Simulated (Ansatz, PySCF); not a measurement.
C3H4FNSi, SMILES F[Si@H]1C=CC=N1. Atoms are numbered in the order given.

```xyz
10

F      1.8931     0.1628    -0.9213
Si     0.7713    -0.1807     0.1999
C     -0.4002     1.2408     0.5529
C     -1.6107     0.7604     0.2182
C     -1.5832    -0.6525    -0.3295
N     -0.4720    -1.2708    -0.4389
H      1.4765    -0.7526     1.3691
H     -0.2522     2.2422     0.9630
H     -2.5579     1.3041     0.3109
H     -2.5345    -1.1276    -0.6290
```

Geometry optimised at ωB97X-D3(BJ)/def2-SVP. The structure was generated by enumeration; whether it is a known compound was not checked.

Two levels are set side by side: PBE-D3(BJ)/def2-SVP (Ansatz, a program for electronic structure) and ωB97X-D3(BJ)/def2-SVP (PySCF). Each level has its own optimised geometry; the coordinates shown are those of the second. Frequencies come from the Hessian of PySCF at each geometry. Differences are taken from unrounded values.

```json
[
 {"quantity": "mean bond length (Å)", "ωB97X-D3(BJ)": "1.418", "PBE-D3(BJ)": "1.428", "PBE-D3(BJ) minus ωB97X-D3(BJ)": "0.010"},
 {"quantity": "bond F1–Si2 (Å)", "ωB97X-D3(BJ)": "1.623", "PBE-D3(BJ)": "1.636", "PBE-D3(BJ) minus ωB97X-D3(BJ)": "0.013"},
 {"quantity": "bond Si2–C3 (Å)", "ωB97X-D3(BJ)": "1.876", "PBE-D3(BJ)": "1.886", "PBE-D3(BJ) minus ωB97X-D3(BJ)": "0.010"},
 {"quantity": "bond Si2–N6 (Å)", "ωB97X-D3(BJ)": "1.773", "PBE-D3(BJ)": "1.788", "PBE-D3(BJ) minus ωB97X-D3(BJ)": "0.016"},
 {"quantity": "bond C3–C4 (Å)", "ωB97X-D3(BJ)": "1.345", "PBE-D3(BJ)": "1.357", "PBE-D3(BJ) minus ωB97X-D3(BJ)": "0.013"},
 {"quantity": "bond C4–C5 (Å)", "ωB97X-D3(BJ)": "1.516", "PBE-D3(BJ)": "1.510", "PBE-D3(BJ) minus ωB97X-D3(BJ)": "-0.005"},
 {"quantity": "bond C5–N6 (Å)", "ωB97X-D3(BJ)": "1.276", "PBE-D3(BJ)": "1.291", "PBE-D3(BJ) minus ωB97X-D3(BJ)": "0.015"},
 {"quantity": "bond Si2–H7 (Å)", "ωB97X-D3(BJ)": "1.480", "PBE-D3(BJ)": "1.496", "PBE-D3(BJ) minus ωB97X-D3(BJ)": "0.016"},
 {"quantity": "bond C3–H8 (Å)", "ωB97X-D3(BJ)": "1.092", "PBE-D3(BJ)": "1.099", "PBE-D3(BJ) minus ωB97X-D3(BJ)": "0.007"},
 {"quantity": "bond C4–H9 (Å)", "ωB97X-D3(BJ)": "1.096", "PBE-D3(BJ)": "1.104", "PBE-D3(BJ) minus ωB97X-D3(BJ)": "0.008"},
 {"quantity": "bond C5–H10 (Å)", "ωB97X-D3(BJ)": "1.105", "PBE-D3(BJ)": "1.114", "PBE-D3(BJ) minus ωB97X-D3(BJ)": "0.009"},
 {"quantity": "highest harmonic wavenumber (cm⁻¹)", "ωB97X-D3(BJ)": "3254", "PBE-D3(BJ)": "3159", "PBE-D3(BJ) minus ωB97X-D3(BJ)": "-96"},
 {"quantity": "mean harmonic wavenumber (cm⁻¹)", "ωB97X-D3(BJ)": "1224", "PBE-D3(BJ)": "1167", "PBE-D3(BJ) minus ωB97X-D3(BJ)": "-57"},
 {"quantity": "zero-point energy (kcal/mol)", "ωB97X-D3(BJ)": "41.98", "PBE-D3(BJ)": "40.03", "PBE-D3(BJ) minus ωB97X-D3(BJ)": "-1.95"}
]
```

Exact exchange shortens and stiffens bonds; PBE has none. Differences between two approximate levels are no errors against the true value.
